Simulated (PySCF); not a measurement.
C₃H₃, SMILES [CH]1[CH][CH]1 (connectivity only; charge and spin as stated), neutral, multiplicity 2.

Geometry: B3LYP-D3(BJ)/def2-TZVP.

The numbers are results of SMD-ωB97X/def2-SVP in PySCF, not measurements.

Solvation free energies are E(SMD) − E(gas) at the gas-phase geometry, for 1 M in both phases. In vacuum the dipole moment is 1.49 D.

```tsv
solvent	ΔG(solv) (kcal/mol)	its non-electrostatic (CDS) part	dipole (D)
water	-1.4	2.2	2.00
1-octanol	-3.2	-0.1	1.92
n-hexane	…	…	…
```

Q: What belongs in the gaps? (Estimate from the structure and the level; the computed values follow.)

A: 
- n-hexane, ΔG(solv) (kcal/mol): -3.6
- n-hexane, its non-electrostatic (CDS) part: -2.3
- n-hexane, dipole (D): 1.66
